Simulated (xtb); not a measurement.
C$_{6}$H$_{12}$O$_{3}$, singlet, geometry from GFN2-xTB; GFN-FF in xtb.

xtb was given this input:
```
$ xtb mol.xyz --gfnff --json

# file mol.xyz
21

C     -2.71831396    -0.22341919    -0.41558601
C     -1.65727531     0.77938284     0.03311490
C     -2.16185009     1.62501281     1.20512500
C     -0.42085978     0.03334312     0.49577027
O     -0.41322364    -0.88154569     1.27443671
O      0.68590390     0.54839227    -0.06062607
C      1.93508799    -0.04462104     0.29941002
C      2.28929364    -1.16827425    -0.67723367
O      2.54735378    -0.68445114    -1.96915138
H     -2.37867025    -0.78314069    -1.28424188
H     -3.63836792     0.29463573    -0.67401725
H     -2.92183834    -0.92546762     0.38921681
H     -1.37377977     1.43356824    -0.79594479
H     -2.38650144     0.98329029     2.05377804
H     -3.06554193     2.15696284     0.91793921
H     -1.41098636     2.35210438     1.50623167
H      1.86834834    -0.43967602     1.31705996
H      2.67365784     0.75722315     0.24254930
H      1.46945990    -1.90104635    -0.68826013
H      3.20312482    -1.66536177    -0.34679085
H      1.80432803    -0.13080157    -2.23839709
```

It wrote (shortened):

```
   ID    Z sym.   atoms
    1    6 C      1-4, 7, 8
    2    8 O      5, 6, 9
    3    1 H      10-21

           -------------------------------------------------
          |                Calculation Setup                |
           -------------------------------------------------

          ==================== Thresholds ====================
          CN  :   150.00000
          rep :   500.00000
          disp:  2500.00000
          HB1 :   250.00000
          HB2 :   450.00000

          Pauling EN used:
          Z : 1  EN :  2.20
          Z : 6  EN :  2.55
          Z : 8  EN :  3.44
          electric field strengths (au): 0.000

           -------------------------------------------------
          |           Force Field Initialization            |
           -------------------------------------------------

          distances ...
          ----------------------------------------
          generating topology and atomic info file ...
          pair mat ...
          computing topology distances matrix with Floyd-Warshall algo ...
          making topology EEQ charges ...
          #fragments for EEQ constrain: 1
          ----------------------------------------
          generating topology and atomic info file ...
          pair mat ...
          computing topology distances matrix with Floyd-Warshall algo ...
          making topology EEQ charges ...
          #fragments for EEQ constrain: 1
          rings ...
          # BATM   154
          # H in HB   12
          doing iterative Hueckel for 1 subsystem(s) ...

  atom   neighbors  erfCN metchar sp-hybrid imet pi  qest     coordinates
    1  C       4    3.49   0.00         3    0    0  -0.058   -5.136869   -0.422201   -0.785344
    2  C       4    3.49   0.00         3    0    0  -0.008   -3.131796    1.472820    0.062578
    3  C       4    3.49   0.00         3    0    0  -0.058   -4.085305    3.070829    2.277356
    4  C       3    2.82   0.00         2    0    1   0.214   -0.795310    0.063009    0.936870
    5  O       1    0.98   0.00         2    0    1  -0.383   -0.780880   -1.665880    2.408336
    6  O       2    1.92   0.00         3    0    1  -0.327    1.296171    1.036311   -0.114567
    7  C       4    3.50   0.00         3    0    0   0.063    3.656786   -0.084322    0.565803
    8  C       4    3.48   0.00         3    0    0   0.070    4.326138   -2.207718   -1.279786
    9  O       2    1.91   0.00         3    0    0  -0.425    4.813801   -1.293425   -3.721157
   10  H       1    0.97   0.00         0    0    0   0.060   -4.495035   -1.479921   -2.426865
   11  H       1    0.97   0.00         0    0    0   0.060   -6.875519    0.556781   -1.273708
   12  H       1    0.97   0.00         0    0    0   0.060   -5.521474   -1.748880    0.735513
   13  H       1    0.97   0.00         0    0    0   0.061   -2.596068    2.709051   -1.504118
   14  H       1    0.97   0.00         0    0    0   0.060   -4.509834    1.858149    3.881078
   15  H       1    0.97   0.00         0    0    0   0.060   -5.793035    4.076069    1.734654
   16  H       1    0.97   0.00         0    0    0   0.060   -2.666378    4.444833    2.846365
   17  H       1    0.97   0.00         0    0    0   0.064    3.530667   -0.830867    2.488883
   18  H       1    0.97   0.00         0    0    0   0.064    5.052481    1.430944    0.458352
   19  H       1    0.97   0.01         0    0    0   0.061    2.776877   -3.592457   -1.300623
   20  H       1    0.97   0.00         0    0    0   0.061    6.053029   -3.147078   -0.655340
   21  H       1    0.97   0.00         0    0    0   0.241    3.409686   -0.247179   -4.229957

          #atoms :   21
          #bonds :   20
          #angl  :   35
          #tors  :   43
          #nmol  :   1
          #optfrag :   1
           -------------------------------------------------
          |                   G F N - F F                   |
          |          A general generic force-field          |
          |                  Version 1.0.3                  |
           -------------------------------------------------
          Number of HB bonds (bound hydrogen)     204
          Number of HB bonds (unbound hydrogen)   12
          Number of XB bonds                      0

         :::::::::::::::::::::::::::::::::::::::::::::::::::::
         ::                     SUMMARY                     ::
         :::::::::::::::::::::::::::::::::::::::::::::::::::::
         :: total energy              -3.182499369500 Eh    ::
         :: gradient norm              0.053346377063 Eh/a0 ::
         ::.................................................::
         :: bond energy               -3.191493825228 Eh    ::
         :: angle energy               0.007558485737 Eh    ::
         :: torsion energy             0.001706630999 Eh    ::
         :: repulsion energy           0.204974287689 Eh    ::
         :: electrostat energy        -0.188011435197 Eh    ::
         :: dispersion energy         -0.011244949606 Eh    ::
         :: HB energy                 -0.000015058310 Eh    ::
         :: XB energy                  0.000000000000 Eh    ::
         :: bonded atm energy         -0.005973505585 Eh    ::
         :: external energy            0.000000000000 Eh    ::
         :: add. restraining           0.000000000000 Eh    ::
         :: total charge              -0.000000000000 e     ::
         :::::::::::::::::::::::::::::::::::::::::::::::::::::

           -------------------------------------------------
          |                Property Printout                |
           -------------------------------------------------

molecular dipole:
                 x           y           z       tot (Debye)
 q only:       -1.024       0.704      -0.092       3.166

           -------------------------------------------------
          | TOTAL ENERGY               -3.182499369500 Eh   |
          | GRADIENT NORM               0.053346377063 Eh/α |
           -------------------------------------------------
########################################################################
[WARNING] Runtime exception occurred
-1- gfnff_setup: Could not read topology file.
########################################################################

normal termination of xtb
```
